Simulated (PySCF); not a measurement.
How the numbers were obtained: shielding tensors at PBE0/pcSseg-1 (GIAO), structure optimised with GFN2-xTB, in PySCF 2.14.0 with density-fitted response routines (averaged over atoms made equivalent by symmetry, fast rotation or ring inversion, isolated molecule, no relativistic terms, one computed conformer).

δ = σ(ref) − σ, references computed at the same level: ¹H (31.72 ppm), ¹³C (186.93 ppm) against TMS. Acid and N–H amide carbonyl carbons lie up to 10 ppm further downfield in solution (hydrogen bonding). Shifts are as computed. Against solution values, carbons near 30 ppm lie about +3 ppm off and those near 130 ppm about +5 ppm; carbons on Cl a further +6 ppm. Of 1211 compounds with measured shifts, 218 miss one by over three times the rms of a fit or turn the order of signals round; such compounds aren't used in these exercises. Carbons bonded to Cl come out too deshielded. OH and NH positions are gas-phase values without hydrogen bonding to other molecules.

Question: Order these molecules by the shift of their most deshielded carbon, lowest δ first.
A. Cc1pcc(C#N)cp1
B. CN=P1(C)CCC(=O)CC1
C. O=C(O)c1ccon1
D. C=C(CCl)[SiH2][SiH]([SiH3])[SiH3]
E. CO[SiH2]C(C=O)=C(F)F

Answer: D (153.4 ppm, fully substituted alkene carbon), C (166.1 ppm, aromatic CH next to the ring oxygen), E (196.4 ppm, aldehyde carbonyl carbon), B (215.7 ppm, ketone carbonyl carbon), A (223.5 ppm, substituted aromatic carbon).

Question: Order these molecules by the shift of their most deshielded carbon-bound hydrogen, lowest δ first.
A. CC(=O)F
B. Cc1pcc(C#N)cp1
C. CN=P1(C)CCC(=O)CC1
D. C=C(CCl)[SiH2][SiH]([SiH3])[SiH3]
E. O=C(O)c1ccon1
F. CO[SiH2]C(C=O)=C(F)F

Answer: A (2.24 ppm, hydrogen on a methyl carbon α to a carbonyl), C (3.44 ppm, hydrogen on an sp3 CH2 α to a carbonyl), D (6.18 ppm, hydrogen on a terminal =CH2 carbon), E (8.71 ppm, hydrogen on an aromatic CH next to the ring oxygen), B (9.57 ppm, hydrogen on an aromatic CH), F (10.27 ppm, hydrogen on an aldehyde carbonyl carbon).

Question: How many ¹³C and ¹H signals does each give (equivalence by symmetry and fast rotation, but not about amide C–N or C=N bonds)? `O=C(O)c1ccon1`, `Cc1pcc(C#N)cp1`, `C=C(CCl)[SiH2][SiH]([SiH3])[SiH3]`, `CN=P1(C)CCC(=O)CC1`, `CC(=O)F`, `CO[SiH2]C(C=O)=C(F)F`

Answer: O=C(O)c1ccon1: 4 C, 3 H; Cc1pcc(C#N)cp1: 5 C, 2 H; C=C(CCl)[SiH2][SiH]([SiH3])[SiH3]: 3 C, 6 H; CN=P1(C)CCC(=O)CC1: 5 C, 6 H; CC(=O)F: 2 C, 1 H; CO[SiH2]C(C=O)=C(F)F: 4 C, 3 H.
